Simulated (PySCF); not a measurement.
SMILES O=C([O][Al]([O]C(C)=O)[CH3])C, singlet (GFN2-xTB optimised geometry):

```
19

Al    -1.845    -0.468     0.000
C     -2.982    -0.439     1.619
H     -2.440    -0.762     2.507
H     -3.845    -1.099     1.530
H     -3.368     0.557     1.839
O     -1.095     1.391     0.000
C      0.000     0.806     0.065
C      1.283     1.553     0.234
O      0.017    -0.468     0.000
H      2.126     0.879     0.124
H      1.295     2.000     1.227
H      1.334     2.358    -0.495
O     -2.501    -0.526    -1.733
C     -2.574    -1.800    -1.650
C     -3.206    -2.567    -2.765
O     -2.126    -2.358    -0.636
H     -3.215    -3.627    -2.532
H     -2.649    -2.387    -3.682
H     -4.220    -2.202    -2.915
```

Calculation: B3LYP/def2-SVP in PySCF.

### Question
What are the frontier orbital energies and the dipole moment?

### Answer
HOMO-2 -8.84 eV, HOMO-1 -8.76 eV, HOMO -7.49 eV, LUMO -0.42 eV, LUMO+1 -0.36 eV; dipole moment 1.78 D.

Meta-Löwdin charges at B3LYP/def2-SVP: Al1 1.05, C2 -0.60, H3 0.10, H4 0.10, H5 0.10, O6 -0.47, C7 0.53, C8 -0.32, O9 -0.51, H10 0.12, H11 0.13, H12 0.13, O13 -0.51, C14 0.53, C15 -0.32, O16 -0.46, H17 0.12, H18 0.13, H19 0.13.
